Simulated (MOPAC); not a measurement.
Job for MOPAC: PM7 on H2SSi (SMILES [SiH]S), a point of a torsion scan.

```
PM7 1SCF PRECISE CHARGE=0 THREADS=1
H2SSi

Si     0.99775133 1     0.69144016 1    -0.36137338 1
S     -1.07253742 1     0.46255888 1     0.38043739 1
H      1.53888349 1    -0.51138065 1     0.31570441 1
H     -0.84822163 1     1.18637022 1     1.46696800 1
```

Output:

```
*******************************************************************************
 **                                                                           **
 **                              MOPAC v23.2.5                                **
 **                                                                           **
 *******************************************************************************
 ** MOPAC's Digital Object Identifier: https://doi.org/10.5281/zenodo.6511958 **
 **                                                                           **
 ** Please cite the open-source release paper for use of this MOPAC version:  **
 ** J. E. Moussa and J. J. P. Stewart (2026)                                  **
 ** MOPAC: An open-source semiempirical molecular orbital program             **
 ** J. Open Source Softw., 11(119), 8025, https://doi.org/10.21105/joss.08025 **
 *******************************************************************************

                              PM7 CALCULATION RESULTS

 *******************************************************************************
 *  PM7        - The PM7 Hamiltonian to be used
 *
 *
 *
 *                 CHARGE ON SYSTEM = 0
 *
 *
 *
 *  PRECISE    - TIGHTER CRITERIA TO BE USED
 *  1SCF       - DO 1 SCF AND THEN STOP
 *  THREADS=1  - MULTI-THREADING NOT USED
 *  T=         - A TIME OF 172800.0 SECONDS REQUESTED
 *  DUMP=N     - RESTART FILE WRITTEN EVERY 7200.0 SECONDS REQUESTED
 *******************************************************************************
PM7 1SCF PRECISE CHARGE=0 THREADS=1
 H2SSi

   ATOM   CHEMICAL          X               Y               Z
  NUMBER   SYMBOL      (ANGSTROMS)     (ANGSTROMS)     (ANGSTROMS)

     1      Si          0.99775133  *   0.69144016  *  -0.36137338  *
     2       S         -1.07253742  *   0.46255888  *   0.38043739  *
     3       H          1.53888349  *  -0.51138065  *   0.31570441  *
     4       H         -0.84822163  *   1.18637022  *   1.46696800  *



          CARTESIAN COORDINATES

    NO.       ATOM           X           Y           Z

     1        Si          0.9978      0.6914     -0.3614
     2         S         -1.0725      0.4626      0.3804
     3         H          1.5389     -0.5114      0.3157
     4         H         -0.8482      1.1864      1.4670

 General Reference for PM7:
 "Optimization of Parameters for Semiempirical Methods VI: More Modifications to the
 NDDO Approximations and Re-optimization of Parameters", J. J. P. Stewart, J. Mol. Mod., 1:32, 19 (2013)
 https://link.springer.com/article/10.1007/s00894-012-1667-x

           Empirical Formula: H2 Si S  =     4 atoms



      MOLECULAR POINT GROUP   :   C1


      RHF CALCULATION, NO. OF DOUBLY OCCUPIED LEVELS = 6


 -------------------------------------------------------------------------------
 PM7 1SCF PRECISE CHARGE=0 THREADS=1
 H2SSi



     1SCF WAS SPECIFIED, SO BFGS WAS NOT USED
     SCF FIELD WAS ACHIEVED


                              PM7 CALCULATION
                                                       MOPAC v23.2.5 Linux




          FINAL HEAT OF FORMATION =         59.48833 KCAL/MOL =     248.89919 KJ/MOL


          COSMO AREA              =        101.15 SQUARE ANGSTROMS
          COSMO VOLUME            =         89.65 CUBIC ANGSTROMS

          IONIZATION POTENTIAL    =          9.211604 EV
          HOMO LUMO ENERGIES (EV) =         -9.212 -1.276
          NO. OF FILLED LEVELS    =          6
          MOLECULAR WEIGHT        =         62.1613         POINT GROUP:  C1

          MOLECULAR DIMENSIONS (Angstroms)

            Atom       Atom       Distance
            H     4    H     3     3.14739
           Si     1    S     2     1.39176
            H     3   Si     1     0.98410


          SCF CALCULATIONS        =          1





   ATOM   CHEMICAL          X               Y               Z
  NUMBER   SYMBOL      (ANGSTROMS)     (ANGSTROMS)     (ANGSTROMS)

     1      Si          0.99775133  *   0.69144016  *  -0.36137338  *
     2       S         -1.07253742  *   0.46255888  *   0.38043739  *
     3       H          1.53888349  *  -0.51138065  *   0.31570441  *
     4       H         -0.84822163  *   1.18637022  *   1.46696800  *

                             CARTESIAN COORDINATES

   1   Si        0.997751330     0.691440160    -0.361373380
   2    S       -1.072537420     0.462558880     0.380437390
   3    H        1.538883490    -0.511380650     0.315704410
   4    H       -0.848221630     1.186370220     1.466968000


           Empirical Formula: H2 Si S  =     4 atoms



      MOLECULAR POINT GROUP   :   C1


                  EIGENVALUES
 -27.46553 -16.19951 -13.46592 -11.12062 -10.23900  -9.21160  -1.27587  -0.89452
  -0.53670  -0.44592  -0.36642  -0.34450   0.31889   2.87086   3.67404  22.39473
  22.54889  22.62165  22.99307  23.57111


              NET ATOMIC CHARGES AND DIPOLE CONTRIBUTIONS

  ATOM NO.   TYPE          CHARGE      No. of ELECS.   s-Pop       p-Pop       d-Pop
    1         Si           0.288477        3.7115     1.31818     2.33469     0.05865
    2          S          -0.474397        6.4744     1.88637     4.47001     0.11802
    3          H           0.000036        1.0000     0.99996
    4          H           0.185884        0.8141     0.81412
 DIPOLE           X         Y         Z       TOTAL
 POINT-CHG.     3.069     0.963    -0.058     3.217
 HYBRID        -1.822    -1.349     1.388     2.658
 SUM            1.247    -0.386     1.330     1.864


          ATOMIC ORBITAL ELECTRON POPULATIONS

     Atom    s        px        py        pz      x^2-y^2     xz        z^2       yz        xy
    1 Si   1.31818   0.74363   1.02198   0.56908   0.01606   0.01379   0.00548   0.00793   0.01539
    2  S   1.88637   1.43486   1.71482   1.32033   0.02640   0.01873   0.01988   0.03966   0.01335
    3  H   0.99996
    4  H   0.81412

 **********************
 *                    *
 * JOB ENDED NORMALLY *
 *                    *
 **********************




 == MOPAC DONE ==
```

The run finished.

Cost: roughly 0.04 core-seconds.
